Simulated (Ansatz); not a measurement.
Two isomers of CH4FNSSi: A = `FC1N[SiH2]S1`, B = `N[Si]1(F)CS1`.

Program: Ansatz. Geometries: PBE0-D4/def2-TZVP. ΔE: electronic, gas phase. CCSD(T)/CBS adds triple-zeta CCSD(T) − MP2 to the extrapolated MP2 energy (def2 sets, frozen cores). Functionals use def2-TZVPP. B3LYP here is the variant with VWN-RPA as its local correlation; programs differ in this. One conformer a species, not always the lowest.

A:

Z-matrix (Å, degrees):
```
C
N 1 1.415
F 1 1.376 2 112.5
S 1 1.848 2 101.5 3 -118.7
H 1 1.093 2 115.6 3 121.4
Si 2 1.721 1 101.6 3 120.9
H 2 1.006 1 119.7 3 -74.7
H 6 1.485 2 115.5 1 112.4
H 6 1.485 2 116.9 1 -118.9
```

B:

```xyz
9

N     0.538    1.052   -1.199
Si   -0.400    0.326   -0.010
F    -1.192    1.505    0.704
C     0.036   -1.093    1.041
S    -1.248   -1.526   -0.310
H     0.930    0.543   -1.970
H     0.755    2.033   -1.199
H     0.963   -1.642    0.905
H    -0.381   -1.199    2.038
```

Problem. Which is lower in electronic energy at CCSD(T)/CBS, and by how much? (Estimate.)

Solution. Ansatz gave: B, by 230.8 kJ/mol.

Problem. Give E(B) − E(A) in kJ/mol with B2PLYP, ωB97M-V, HF/def2-TZVPP, B3LYP, CCSD(T)/def2-TZVPP, B3LYP-D4, PBE0-D4. (Estimate.)

Solution. Computed: B2PLYP -227.6, ωB97M-V -221.4, HF/def2-TZVPP -221.7, B3LYP -221.9, CCSD(T)/def2-TZVPP -224.7, B3LYP-D4 -220.9, PBE0-D4 -214.5. None reverses the order clearly.

Largest T1 diagnostic: 0.012.

From PBE to PBE0 (25 % exact exchange), in def2-TZVPP and without D4, E(B) − E(A) moves by −4.9 kJ/mol.
